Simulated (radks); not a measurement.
Values are calculated unless marked as measured or tabulated.
Spherical jellium clusters: N electrons in a uniform positive sphere of charge N and radius rs N^(1/3), rs = 2 bohr. Level of theory: non-relativistic Kohn-Sham, LDA (Slater exchange, Perdew-Wang correlation), spin-polarised, spherical densities (a radial shooting solver with Libxc functionals). Levels are named by radial order and angular momentum (1s, 1p, 1d, 2s, ...), and open shells are averaged over m.

N = 2, configuration 1s2. This is the lowest configuration that the search found. Occupied and some empty levels:

level,occupation,eigenvalue (eV),<r> (bohr)
1s,2,-5.3237,2.563
1p,0,-0.64002,5.272
2s,0,-0.045113,11.80

Energy (eV): total -1.02388, kinetic 7.9566, external -44.064, Hartree 19.369, exchange-correlation -10.203, background 25.917. Static polarisability (adiabatic kernel): 42.04 bohr^3, against R^3 = 16.00 for a classical metal sphere.
